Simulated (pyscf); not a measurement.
•H₂C–C(=CH₂)–CH₂–CH₃, doublet

Gas-phase minimum from PySCF at ωB97X-D3(BJ)/def2-SVP, one conformer. Other isomers of •H₂C–C(=CH₂)–CH₂–CH₃ were not searched in full and may lie lower. 

```xyz
14

C     -0.1480    -1.9598     0.7086
C     -0.7225    -1.1617    -0.2766
C     -2.0866    -1.2156    -0.5480
C      0.1488    -0.1744    -1.0359
C      0.2209     1.1872    -0.3376
H     -0.7561    -2.6519     1.2986
H      0.9250    -1.9191     0.9180
H     -2.7457    -1.8881     0.0089
H     -2.5358    -0.5905    -1.3255
H      1.1639    -0.5905    -1.1431
H     -0.2479    -0.0473    -2.0565
H     -0.7826     1.6318    -0.2413
H      0.8551     1.8921    -0.8987
H      0.6374     1.0855     0.6774
```
Charge 0, spin multiplicity 2.

Bonds (Å): C1–C2 1.392, C1–H6 1.094, C1–H7 1.094, C2–C3 1.392, C2–C4 1.520, C3–H8 1.094, C3–H9 1.094, C4–C5 1.532, C4–H10 1.102, C4–H11 1.102, C5–H12 1.102, C5–H13 1.102, C5–H14 1.102. Angles (°): C2–C1–H6 121.0, C2–C1–H7 121.3, H6–C1–H7 117.7, C1–C2–C3 121.4, C1–C2–C4 119.3, C3–C2–C4 119.3, C2–C3–H8 121.0, C2–C3–H9 121.3, H8–C3–H9 117.7, C2–C4–C5 112.1, C2–C4–H10 109.3, C2–C4–H11 109.3, C5–C4–H10 109.7, C5–C4–H11 109.7 (the first ones only).

Properties at ωB97X-D3(BJ)/def2-SVP:

```
Item                                                                                                                                                                                                                                                                                                                           Value
---------------------------------------------------------------------------------------------------------------------  -------------------------------------------------------------------------------------------------------------------------------------------------------------------------------------------------------------
Harmonic wavenumbers, unscaled                                                                                         39, 237, 246, 418, 433, 545, 562, 610, 779, 797, 812, 824, 973, 1021, 1048, 1071, 1100, 1261, 1331, 1355, 1408, 1413, 1475, 1476, 1485, 1496, 1544, 3062, 3082, 3132, 3158, 3160, 3165, 3172, 3277, 3278 cm⁻¹
Zero-point energy                                                                                                                                                                                                                                                                                                      77.5 kcal/mol
Rotational symmetry number                                                                                                                                                                                                                                                                                                         1
Entropy of this conformer at 298 K and 1 atm, rigid rotor and harmonic oscillator, modes under 100 cm⁻¹ raised to 100                                                                                                                                                                                                323.9 J/(mol K)
Dipole moment                                                                                                                                                                                                                                                                                                                 0.29 D
Spin expectation value S2                                                                                                                                                                                                                                                                                                      0.797
```

Single-point totals, which compare only within one level:

```csv
level,total energy (hartree)
ωB97X-D3(BJ)/def2-TZVP,-196.06645
PBE/def2-TZVP,-195.67703
r²SCAN/def2-TZVP,-195.83440
B3LYP-D3(BJ)/def2-TZVP,-195.98567
PBE0-D3(BJ)/def2-TZVP,-195.71902
M06-2X/def2-TZVP,-195.85085
ωB97M-D3(BJ)/def2-TZVP,-196.00758
```

The lowest mode is so soft that the shape along it may change with the basis. Soft torsions are taken as harmonic, which can shift the entropy by several J/(mol K).
